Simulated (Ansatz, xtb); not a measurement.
## A geometry optimisation of CHCl2F2Ge with r2SCAN-D4/def2-SVP

The starting geometry of this gas-phase doublet was built from a drawn formula by distance geometry and a force field; its bonds are those of `[F][Ge]([F])[CH](Cl)Cl`.

| atom | x (Å) | y (Å) | z (Å) |
| --- | --- | --- | --- |
| C | -0.8375 | -0.0287 | -1.1581 |
| Cl | 0.5181 | 0.0462 | -2.2566 |
| Cl | -0.3121 | 0.2922 | 0.5230 |
| F | -3.5199 | 1.3370 | -0.5651 |
| F | -1.3733 | 2.9895 | -1.5042 |
| Ge | -2.1526 | 1.3723 | -1.6830 |
| H | -1.3837 | -0.9908 | -1.2570 |

Q: Predict what becomes of its bonds when it is optimised with r2SCAN-D4/def2-SVP.

A: It keeps its bonds, and is `[F][Ge]([F])[CH](Cl)Cl`.

The energy falls by 0.15 eV over 8 steps:

| step | E − E(last) (eV) |
| --- | --- |
| 1 | 0.154 |
| 2 | 0.066 |
| 3 | 0.027 |
| 4 | 0.005 |
| 5 | 0.000 |
| 6 | 0.000 |
| 7 | 0.000 |
| 8 | 0.000 |

Final geometry (Å):

```xyz
7

C    -0.8476   -0.0158   -1.1725
Cl    0.5319    0.0223   -2.2885
Cl   -0.4032    0.3124    0.5110
F    -3.4428    1.3676   -0.5318
F    -1.3945    2.9286   -1.4506
Ge   -2.1920    1.4119   -1.7456
H    -1.3128   -1.0093   -1.2231
```

From the same start GFN2-xTB ends elsewhere, in pieces: CHCl2 + F2Ge.

The end wasn't checked by frequencies. Open shells are spin-unrestricted. Run with Ansatz 0.2.0, 110 s on 2 threads of Arm Neoverse V1 (shared host).
